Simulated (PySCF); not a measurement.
## HI at PBE0

Level: PBE0. H cc-pVTZ, I cc-pVTZ-PP with ECP28; scalar-relativistic core potentials (PySCF 2.14).

```json
{"state": "¹Σ⁺ (singlet), closed shell", "bond length": "1.616 Å", "harmonic wavenumber": "2333 cm⁻¹", "force constant": "3.21 mdyn/Å", "rotational constant Be": "6.456 cm⁻¹", "anharmonicity ωexe": "33.9 cm⁻¹", "vibration–rotation constant αe": "0.153 cm⁻¹", "well depth De to H + I": "3.35 eV", "dissociation energy D0": "3.20 eV", "HOMO–LUMO gap": "7.14 eV", "bond order (Mayer)": "1.02", "dipole moment (positive dipole means H(−)I(+))": "-0.53 D"}
```

These are scalar-relativistic numbers at best; spin–orbit coupling would shift them, the dissociation energy most.
